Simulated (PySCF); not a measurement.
## Löwdin shares of the frontier orbitals

HgCl2 (singlet state).
Structure used (PBE0-D3(BJ)/def2-SVP), in Å, numbered top down from 1:
```
atom  x, y, z in Å
Hg1   -0.0026   -0.0015    0.0000
Cl2   -0.0173   -0.0223    2.2821
Cl3    0.0198    0.0238   -2.2821
```

Method: TDDFT CAM-B3LYP/def2-SVPD, vertical, gas phase, core orbitals frozen in the response, def2 core potentials past Kr (PySCF 2.14.0, density-fitted response routines). Spin–orbit coupling is left out.

Frontier orbitals with the atoms that hold most of them (Löwdin shares over 4%, at most four atoms; ? is withheld):

```tsv
orbital	ε (eV)	atoms
LUMO+2	0.30	Hg1 67%, Cl3 16%, Cl2 16%
LUMO+1	0.30	Hg1 67%, Cl3 16%, Cl2 16%
LUMO	?	?
HOMO	-10.38	Cl2 46%, Cl3 46%, Hg1 8%
HOMO-1	-10.38	Cl2 46%, Cl3 46%, Hg1 8%
HOMO-2	-11.03	Cl3 47%, Cl2 47%, Hg1 5%
HOMO-3	-11.03	Cl3 47%, Cl2 47%, Hg1 5%
```

(1) Which atoms hold the LUMO, and with what shares?

(2) What is the LUMO energy, and the HOMO–LUMO gap?

Answers

(1) Hg1 (bonded to 2 Cl) 43%; Cl3 (bonded to Hg) 29%; Cl2 (bonded to Hg) 29%. By element: chlorine 57%, mercury 43%.

(2) ε(LUMO) = -1.67 eV; the gap is 8.71 eV (0.3201 hartree).

Within 0.005 eV of a neighbour in this list lie HOMO-3/HOMO-2, HOMO-1/HOMO and LUMO+1/LUMO+2 (point group found: D∞h).

Q: How does S1 compare with the orbital gap of 8.71 eV?

A: S1 is at 5.07 eV (f = 0.0000), 3.64 eV below the gap, made of HOMO-1/HOMO→LUMO (98%). S1/S2 lie within about 0.01 eV of each other. Without the coupling terms of the response equations the lowest excitation would equal the gap.

For S1 the Löwdin share of mercury is 8% in HOMO and 43% in LUMO.

Next come S2 at 5.07 eV (f 0.0000), HOMO-1/HOMO→LUMO (98%); S3 at 5.76 eV (f 0.019), HOMO-3/HOMO-2→LUMO (98%); S4 at 5.76 eV (f 0.019), HOMO-3/HOMO-2→LUMO (98%); S5 at 6.96 eV (f 0.177), HOMO-4→LUMO (53%), HOMO-1/HOMO→LUMO+1/LUMO+2 (45%).

Orbitals of the list HOMO-3 to LUMO+2 that lie within 0.01 eV of each other are written together with a slash and their weights summed (≥ marks a lower bound); for degenerate orbitals outside that list single weights are arbitrary.

Löwdin shares depend on the basis, the more so with diffuse functions.

Hardware: an Arm Neoverse V2 with one thread, on a shared host. Cost: 13 s of wall time.
